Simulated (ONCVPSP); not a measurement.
# O (Z = 8): excitation energies, all-electron against ONCV

O (Z = 8), optimised norm-conserving Vanderbilt (ONCV), made with ONCVPSP 4.0.1 (PBEsol, non-relativistic). Core [He], reference 2s1 2p5. Waves: 2s: rc 0.80 bohr, ncon 4, nbas 8, qcut 9.2 1/bohr, local; 2p: rc 1.70 bohr, ncon 5, nbas 8, qcut 9 1/bohr, 2 projectors, debl 1.7 Ha; d scattering state at 0.4 Ha: rc 1.80 bohr, ncon 5, nbas 8, qcut 6.2 1/bohr, 1 projector. Local part: the s channel. Core correction: none.

Energies are relative to the spin-unpolarised reference configuration 2s1 2p5; without spin polarisation the order of configurations can differ from experiment.

```
valence configuration  charge  ΔE all-electron (eV)  error AE − PS (meV)
              2s2 2p3      +1                 1.567                 +102
              2s0 2p6       0                14.839                 +8.3
```

(1) What are ΔE and the potential's error for 2s2 2p2?

(2) What are ΔE and the potential's error for 2s2 2p4?

Levels in the configuration 2s2 2p4:

```csv
level,all-electron (eV),pseudo (eV)
2s,-23.762,-23.741
2p,-8.981,-8.944
```

## Answers

(1) ΔE = 35.052 eV all-electron; the error (AE − PS) is +430 meV.

(2) ΔE = -14.801 eV all-electron; the error (AE − PS) is +8.1 meV.
